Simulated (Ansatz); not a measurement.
A run on CH$_{3}$Cl$_{3}$OSn, SMILES `C[O][Sn]([Cl])([Cl])[Cl]` with other settings.

```yaml
crystal:
  periodic: [false, false, false]
  atoms:
    - {symbol: C, position_ang: [0.274995, -1.227858, 0.899769]}
    - {symbol: O, position_ang: [0.907154, -0.380183, -0.044584]}
    - {symbol: Sn, position_ang: [-0.080232, 1.069564, -0.850918]}
    - {symbol: Cl, position_ang: [-1.893427, 0.246066, -1.997338]}
    - {symbol: Cl, position_ang: [1.346125, 2.149829, -2.267633]}
    - {symbol: Cl, position_ang: [-0.844911, 2.498022, 0.778567]}
    - {symbol: H, position_ang: [1.020623, -1.958492, 1.219208]}
    - {symbol: H, position_ang: [-0.573182, -1.766990, 0.464140]}
    - {symbol: H, position_ang: [-0.068544, -0.676258, 1.781589]}
basis:
  gaussian: {orbitals: def2-mTZVP}
magnetization: {spin_polarized: true, initial_magnetization: 2}
hamiltonian: {xc: {name: revPBE}, dispersion: d3bjatm}
```

```sh
$ ansatz run in.yaml --threads 4 --pin off --events-out ev --progress --plain --max-ram 11315MiB
```

Output, abridged:

```
Functional definition: revPBE
1532 factors; their error is unknown
mean field evaluation 1: about -46516.0040 eV, gradient 5.0e1 eV
mean field evaluation 2: about -46349.6606 eV, gradient 1.6e2 eV
mean field evaluation 4: about -46518.0911 eV, gradient 4.2e1 eV
mean field evaluation 8: about -46525.5442 eV, gradient 1.5e1 eV
mean field evaluation 16: about -46526.7288 eV, gradient 6.9e0 eV
mean field evaluation 32: about -46527.0303 eV, gradient 3.0e-6 eV
mean field -46527.03032861 eV, -1709.8368274227 hartree, gradient 3.0e-6 eV, S^2 2.002184; 10 other end points of the search recorded, 0 dependent functions left out
reference -46527.03039043 eV, -1709.8368296942 hartree; 46, 44 occupied and 108, 110 virtual orbitals, 1532 factors
Total energy: -46527.65408805 eV, -1709.8597501593 hartree
```

Hardware: 4 threads of an Arm Neoverse V1 on a shared host. Wall time 32 s, peak host memory 0.49 GiB.
